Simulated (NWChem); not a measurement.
MoSOClF; SMILES [Mo](=[O])(=[S])([Cl])[F]

All runs: NWChem. Structure relaxed at the PBE0/def2-SVP level. def2 effective core potentials on Mo; no spin-orbit coupling.

Task: What does the run give for PBE/def2-TZVPD? Quantities: highest occupied level (eV); orbital gap (eV); dipole (D).

Result: 
```
Property                     Value
---------------------------  -----
highest occupied level (eV)  -7.19
orbital gap (eV)              2.72
dipole (D)                    0.69
```
